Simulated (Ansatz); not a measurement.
`C[S][Sn]([Cl])([S]C)[S]C`, 17 atoms. Charge 0, multiplicity 1. Correlated methods include outer-core shells of Sn, which these sets cover unevenly. Sn: def2 effective core potential. Hardware: A = 4 threads of an AMD EPYC 7R13 on a shared host and a share of an NVIDIA H100 80 GB; B = 4 threads of an AMD EPYC 7R13 on a shared host. Correlated methods freeze the cores.

Give the basis size and wall time and peak host memory of each of these runs in Ansatz. RHF-CCSD(T)/def2-SVP energy [A]; RKS PBE0-D4/def2-SVP energy [B]; RKS B3LYP-D4/def2-TZVPP energy and forces [A]; RHF-MP2/def2-QZVPP energy [A]; RKS ωB97X-V/def2-TZVPP energy [A]; RHF-CCSD(T)/def2-TZVPP energy [A]; RKS PBE0-D4/def2-TZVP relaxation (11 steps) [A]; RKS LC-ωPBE/def2-TZVPP energy [A]; RKS B2PLYP (frozen core)/def2-TZVPP energy [A]; RKS PBE0-D4/def2-QZVPP energy [A]; RKS ωB97M-V/def2-QZVPP energy [A]; RKS ωB97M-V/def2-SVP energy [B]. (An estimate is asked.)

The calculation gave: Other jobs shared the machine, so times are rough.

| level | job | functions | wall time | peak host memory (GiB) |
| --- | --- | --- | --- | --- |
| RHF-CCSD(T)/def2-SVP | energy [A] | 185 | 2.6 s | 1 |
| RKS LC-ωPBE/def2-TZVPP | energy [A] | 437 | 3 s | 1 |
| RKS B2PLYP (frozen core)/def2-TZVPP | energy [A] | 437 | 3.2 s | 2 |
| RKS B3LYP-D4/def2-TZVPP | energy and forces [A] | 437 | 3.3 s | 1.1 |
| RKS ωB97X-V/def2-TZVPP | energy [A] | 437 | 3.5 s | 1.1 |
| RKS PBE0-D4/def2-SVP | energy [B] | 185 | 3.7 s | 1 |
| RKS PBE0-D4/def2-QZVPP | energy [A] | 803 | 3.9 s | 1.4 |
| RHF-MP2/def2-QZVPP | energy [A] | 803 | 6 s | 1.5 |
| RKS ωB97M-V/def2-QZVPP | energy [A] | 803 | 6 s | 1.5 |
| RKS ωB97M-V/def2-SVP | energy [B] | 185 | 13 s | 1.1 |
| RKS PBE0-D4/def2-TZVP | relaxation (11 steps) [A] | 345 | 24 s | 1.1 |
| RHF-CCSD(T)/def2-TZVPP | energy [A] | 437 | 32 s | 1 |

B3LYP here is the variant with VWN-RPA as its local correlation; programs differ in this. LC-ωPBE has ω = 0.4 bohr⁻¹.
